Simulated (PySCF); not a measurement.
Excitations are Tamm–Dancoff values on a coarser integration grid. The basis has no diffuse functions, so Rydberg states are missing or too high.

Z-matrix (Å, degrees):
```
B
O 1 1.3538
H 2 0.9629 1 114.39
Si 1 2.0336 2 117.42 3 -179.91
H 4 1.4888 1 113.84 2 -0.86
H 4 1.4915 5 108.60 1 122.15
H 4 1.4916 5 108.58 6 115.84
Si 1 2.0400 2 121.15 3 0.07
H 8 1.4895 1 110.90 2 -120.61
H 8 1.4895 9 107.76 1 121.44
H 8 1.4956 9 108.07 10 116.54
```
Charge 0, spin multiplicity 1.

What total energy, T1 excitation (TDA), LUMO, S1–T1 gap (TDA), dipole moment, S1 excitation (TDA), HOMO and HOMO–LUMO gap does PBE-D3(BJ)/def2-TZVP // PBE0-D4/def2-TZVP run with PySCF give?


The total energy comes out as -682.9102 Ha. The T1 excitation (TDA) comes out as 3.18 eV, the LUMO is -2.54 eV and the S1–T1 gap (TDA) is 0.72 eV. The dipole moment is 1.74 D and the S1 excitation (TDA) is 3.90 eV. The HOMO is -6.14 eV and the HOMO–LUMO gap is 3.60 eV.
